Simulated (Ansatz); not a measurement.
Consider the formal exchange of groups at a C–Cl bond: `ClC1(Cl)C[SiH2]1` + CH₄ → `CC1(Cl)C[SiH2]1` + HCl.

Gas-phase electronic energies from Ansatz, PBE0-D4/def2-TZVP geometries. CBS: MP2 limit from def2 TZ/QZ plus the TZ coupled-cluster correction, frozen cores. This one scheme is used for every species. DFT in def2-TZVPP. B3LYP here is the variant with VWN-RPA as its local correlation; programs differ in this.

(1) Is it downhill or uphill in electronic energy at CCSD(T)/CBS, and by how much? (Estimate.)

(2) What do these levels give: B3LYP-D4, SCS-MP2/def2-TZVPP, CCSD/def2-TZVPP, MP2/def2-QZVPP, SCS-MP2/def2-QZVPP, CCSD/CBS(def2)? (Estimate.)

Largest T1 diagnostic among the species: 0.011.

## Answers

(1) Ansatz gave: Downhill: ΔE = -0.35 eV.

(2) Ansatz gave: B3LYP-D4 -0.29, SCS-MP2/def2-TZVPP -0.36, CCSD/def2-TZVPP -0.41, MP2/def2-QZVPP -0.35, SCS-MP2/def2-QZVPP -0.34, CCSD/CBS(def2) -0.37 eV.

From PBE to PBE0 (25 % exact exchange), in def2-TZVPP and without D4, ΔE moves by −0.06 eV.
